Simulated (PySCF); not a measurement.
# The electron affinity along group 6

All values are computed (PySCF 2.14, energy differences of UHF-based or UKS calculations, no spin-orbit coupling). Values in eV. The last column holds reference values (measured affinities from photodetachment; the arrow runs from anion to atom). Unmarked ones compare directly (S terms, centres of terms, or small fine structure); those marked * lie between the lowest fine-structure levels and include a spin-orbit shift.

```
                                                          element                         configurations    PBE  r2SCAN  MP2 (valence)  SCS-MP2 (valence and next inner shell)  CCSD(T) (valence)  CCSD(T) (valence and next inner shell)  reference
                               Cr (def2-TZVPPD, non-relativistic)            [Ar] 3d5 4s2 → [Ar] 3d5 4s1  0.270   0.128         -0.012                                   0.144              0.397                                   0.398      0.676
Mo (def2-TZVPPD with the def2 core potential (28 electrons), ECP)            [Kr] 4d5 5s2 → [Kr] 4d5 5s1  0.241   0.087          0.075                                   0.293              0.392                                   0.424      0.747
 W (def2-TZVPPD with the def2 core potential (60 electrons), ECP)  [Xe] 4f14 5d5 6s2 → [Xe] 4f14 5d4 6s2  1.435   1.531          1.045                                   0.709              1.132                                   1.144    0.817 *
```

The highest occupied level of the anion is positive for Cr⁻ at PBE, r2SCAN; Mo⁻ at PBE, r2SCAN; W⁻ at PBE, r2SCAN, so there the basis helps to hold the electron.

"Valence" correlates the outer s and p shells and, in groups 3 to 12 and the f block, the outer d or f shell, open or full, or the next shell where the ion has no valence electron left; the wider scheme adds the next inner shell.
